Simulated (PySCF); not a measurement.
Compound: C4H10OSi.
Numbering: `[CH3:1]/[CH:2]=[CH:3]/[CH2:4][O:5][SiH3:6]` (hydrogens: H7, H8, H9 on C1; H10 on C2; H11 on C3; H12, H13 on C4; H14, H15, H16 on Si6)

Method used: PySCF 2.14.0, PBE0-D3(BJ)/def2-SVP geometry optimisation, gas phase.

Problem. What internal coordinates does the optimisation give?

Solution. 
```
               bond  length (Å)   order
              C1–C2       1.492  single
              C2=C3       1.334  double
              C3–C4       1.495  single
              C4–O5       1.401  single
             O5–Si6       1.663  single
C1–H7, C1–H8, C1–H9       1.102  single
             C2–H10       1.096  single
             C3–H11       1.098  single
     C4–H12, C4–H13       1.111  single
   Si6–H14, Si6–H16       1.497  single
            Si6–H15       1.487  single
```

Bonds in one row agree within 0.01 Å and their mean is given. Orders are formal, as drawn. A selection of angles:
```
      angle  degrees
   C2–C1–H7    111.9
   H7–C1–H8    108.0
   H8–C1–H9    106.3
   C1–C2–C3    125.2
  C1–C2–H10    117.5
  C3–C2–H10    117.3
   C2–C3–C4    124.6
  C2–C3–H11    120.3
  C4–C3–H11    115.1
   C3–C4–O5    111.5
  C3–C4–H12    109.1
  O5–C4–H12    110.6
 H12–C4–H13    105.8
  C4–O5–Si6    124.1
 O5–Si6–H14    110.8
 O5–Si6–H15    106.4
H14–Si6–H15    110.3
H14–Si6–H16    108.0
```

Dihedral angles: C1–C2–C3–C4 180° (antiperiplanar); C2–C3–C4–O5 0° (synperiplanar); C3–C4–O5–Si6 177° (antiperiplanar). The mirror-image conformer, all signs reversed, is as good.

Of the pairs four or more bonds apart, O5···H10 is among the closest relative to their van der Waals radii: 2.38 Å, 87 % of the sum of Bondi's values. Si6 (oxygen-bound silicon) is tetrahedral (angles from 106.4° to 111.0°). The C–C distances run from 1.334 Å (C2=C3, drawn double) to 1.495 Å (C3–C4, drawn single), a spread of 0.161 Å. O5 (silyl ether oxygen) is bent (angle 124.1°). The 6 heavy atoms lie in one plane (0.018 Å rms).

Point group: near Cs, missed by 0.13 Å at most; the miss may be what the optimiser left on a soft mode. No PBE0-D3(BJ)/def2-SVP frequencies stand behind this structure, so it isn't proved a minimum. The numbers are those of one conformer.
